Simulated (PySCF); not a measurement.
C₄H₃FSi, singlet, geometry from GFN2-xTB; DF-R2SCAN/6-31G (PySCF).

Here is a job for PySCF.
```python
from pyscf import gto, scf, dft

mol = gto.M(
    atom='''
Si   -0.042182   -0.492297    0.422031
F    -0.035712   -1.751307   -0.586894
C    -1.480568    0.573218   -0.032997
C    -2.419684    1.266578   -0.317845
C     1.515118    0.457159    0.131042
C     2.530360    1.074804   -0.046790
H    -0.137379   -1.060829    1.758283
H    -3.241552    1.871127   -0.574942
H     3.419529    1.613065   -0.210193
''',
    basis='6-31g',
    charge=0,
    spin=0,
    verbose=4,
    max_memory=1800,
)

mf = dft.RKS(mol)
mf.xc = 'r2scan'
mf = mf.density_fit(auxbasis='def2-universal-jkfit')
mf.kernel()
```

It wrote (shortened):

```
PySCF version 2.14.0

[INPUT] verbose = 4
[INPUT] num. atoms = 9
[INPUT] num. electrons = 50
[INPUT] charge = 0
[INPUT] spin (= nelec alpha-beta = 2S) = 0
[INPUT] symmetry False subgroup None
[INPUT] Mole.unit = angstrom
[INPUT] Symbol           X                Y                Z      unit          X                Y                Z       unit  Magmom
[INPUT]  1 Si    -0.042182000000  -0.492297000000   0.422031000000 AA   -0.079712427386  -0.930306501945   0.797523006076 Bohr   0.0
[INPUT]  2 F     -0.035712000000  -1.751307000000  -0.586894000000 AA   -0.067485899360  -3.309490590034  -1.109068924150 Bohr   0.0
[INPUT]  3 C     -1.480568000000   0.573218000000  -0.032997000000 AA   -2.797868028795   1.083225029671  -0.062355292932 Bohr   0.0
[INPUT]  4 C     -2.419684000000   1.266578000000  -0.317845000000 AA   -4.572540067992   2.393485535399  -0.600640000062 Bohr   0.0
[INPUT]  5 C      1.515118000000   0.457159000000   0.131042000000 AA    2.863158066399   0.863905305380   0.247633490815 Bohr   0.0
[INPUT]  6 C      2.530360000000   1.074804000000  -0.046790000000 AA    4.781687396554   2.031085197587  -0.088420285368 Bohr   0.0
[INPUT]  7 H     -0.137379000000  -1.060829000000   1.758283000000 AA   -0.259608685267  -2.004676274996   3.322673319479 Bohr   0.0
[INPUT]  8 H     -3.241552000000   1.871127000000  -0.574942000000 AA   -6.125645498536   3.535917574279  -1.086482917510 Bohr   0.0
[INPUT]  9 H      3.419529000000   1.613065000000  -0.210193000000 AA    6.461973285008   3.048251071122  -0.397207203301 Bohr   0.0

nuclear repulsion = 233.287331268525
number of shells = 38
number of NR pGTOs = 168
number of NR cGTOs = 64
basis = 6-31g
ecp = {}

******** <class 'pyscf.df.df_jk.DFRKS'> ********
method = DFRKS
initial guess = minao
damping factor = 0
level_shift factor = 0
DIIS = <class 'pyscf.scf.diis.CDIIS'>
diis_start_cycle = 1
diis_space = 8
diis_damp = 0
SCF conv_tol = 1e-09
SCF conv_tol_grad = None
SCF max_cycles = 50
direct_scf = False
XC library pyscf.dft.libxc version 7.1.2
    S. Lehtola, C. Steigemann, M. J. T. Oliveira, and M. A. L. Marques,  SoftwareX 7, 1–5 (2018)
XC functionals = r2scan
    J. W. Furness, A. D. Kaplan, J. Ning, J. P. Perdew, and J. Sun,  J. Phys. Chem. Lett. 11, 8208–8215 (2020)
    J. W. Furness, A. D. Kaplan, J. Ning, J. P. Perdew, and J. Sun,  J. Phys. Chem. Lett. 11, 9248–9248 (2020)
    J. W. Furness, A. D. Kaplan, J. Ning, J. P. Perdew, and J. Sun,  J. Phys. Chem. Lett. 11, 8208–8215 (2020)
    J. W. Furness, A. D. Kaplan, J. Ning, J. P. Perdew, and J. Sun,  J. Phys. Chem. Lett. 11, 9248–9248 (2020)
radial grids:
    Treutler-Ahlrichs [JCP 102, 346 (1995); DOI:10.1063/1.469408] (M4) radial grids

becke partition: Becke, JCP 88, 2547 (1988); DOI:10.1063/1.454033
pruning grids: <function nwchem_prune>
grids dens level: 3
symmetrized grids: False
atomic radii adjust function: <function treutler_atomic_radii_adjust>
small_rho_cutoff = 0
Set gradient conv threshold to 3.16228e-05
Initial guess from minao.
tot grids = 119344
init E= -543.805937280162
  HOMO = -0.347266782375269  LUMO = -0.100795822901845  gap/eV = 6.70682
cycle= 1 E= -543.097480798384  delta_E= 0.708  |g|= 0.688  |ddm|= 3.27
  HOMO = -0.203723742558172  LUMO = -0.0251769122439116  gap/eV = 4.85851
cycle= 2 E= -542.955121568051  delta_E= 0.142  |g|= 1.16  |ddm|= 1.99
  HOMO = -0.254580716167501  LUMO = -0.0494971734135983  gap/eV = 5.58061
cycle= 3 E= -543.197447948734  delta_E= -0.242  |g|= 0.17  |ddm|= 1.31
  HOMO = -0.276124891968852  LUMO = -0.0564261150985776  gap/eV = 5.97831
cycle= 4 E= -543.20488491527  delta_E= -0.00744  |g|= 0.0256  |ddm|= 0.215
  HOMO = -0.274019078385406  LUMO = -0.0560499975389537  gap/eV = 5.93124
cycle= 5 E= -543.204752821123  delta_E= 0.000132  |g|= 0.0351  |ddm|= 0.0535
  HOMO = -0.273723956846335  LUMO = -0.0557264741586754  gap/eV = 5.93201
cycle= 6 E= -543.205081221948  delta_E= -0.000328  |g|= 0.00326  |ddm|= 0.03
  HOMO = -0.273846203329729  LUMO = -0.0557582079530752  gap/eV = 5.93448
cycle= 7 E= -543.205084622592  delta_E= -3.4e-06  |g|= 0.000493  |ddm|= 0.00506
  HOMO = -0.273793795815177  LUMO = -0.0557177630324655  gap/eV = 5.93415
cycle= 8 E= -543.205084684454  delta_E= -6.19e-08  |g|= 6.72e-05  |ddm|= 0.000761
  HOMO = -0.27380174712033  LUMO = -0.0557290967883699  gap/eV = 5.93406
cycle= 9 E= -543.205084686097  delta_E= -1.64e-09  |g|= 1.51e-05  |ddm|= 0.000136
  HOMO = -0.273802031445298  LUMO = -0.0557285629270654  gap/eV = 5.93408
cycle= 10 E= -543.205084686164  delta_E= -6.72e-11  |g|= 2.34e-06  |ddm|= 2.09e-05
  HOMO = -0.273802047424536  LUMO = -0.0557285592564309  gap/eV = 5.93408
Extra cycle  E= -543.20508468615  delta_E= 1.36e-11  |g|= 6.55e-06  |ddm|= 7.31e-06
converged SCF energy = -543.20508468615
```
